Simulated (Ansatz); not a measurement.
Cl2Se (SMILES Cl[Se]Cl) moved off its minimum; all values from Ansatz (a program for electronic structure), cores frozen in correlated methods.
(charge 0, multiplicity 1)
```xyz
3

Se     0.01907    -0.12872     0.69970
Cl     1.00426     1.26239    -0.59068
Cl    -1.08248    -1.26537    -0.73311
```

```tsv
level	largest force (eV/Å)	on atom	rms difference from CCSD(T)/def2-TZVPPD (eV/Å)	dipole (D)
HF/def2-TZVPP	0.15	Cl3	0.236	1.16
PBE/def2-TZVPP	0.72	Cl3	0.102	0.90
r2SCAN/def2-TZVPP	0.44	Cl3	0.092	0.93
B3LYP/def2-TZVPP	0.79	Se1	0.127	1.01
wB97M-V/def2-TZVPP	0.29	Se1	0.167	1.05
MP2/def2-TZVPPD	0.25	Se1	0.182	1.00
CCSD(T)/def2-TZVPPD	0.61	Se1	0.000	0.95
```

The differences count from one level among others, with limits of its own. Forces at CCSD(T)/def2-TZVPPD (eV/Å):

```json
[
 {"atom": "Se1", "Fx": "0.050", "Fy": "-0.028", "Fz": "0.606"},
 {"atom": "Cl2", "Fx": "0.235", "Fy": "0.326", "Fz": "-0.270"},
 {"atom": "Cl3", "Fx": "-0.285", "Fy": "-0.299", "Fz": "-0.336"}
]
```
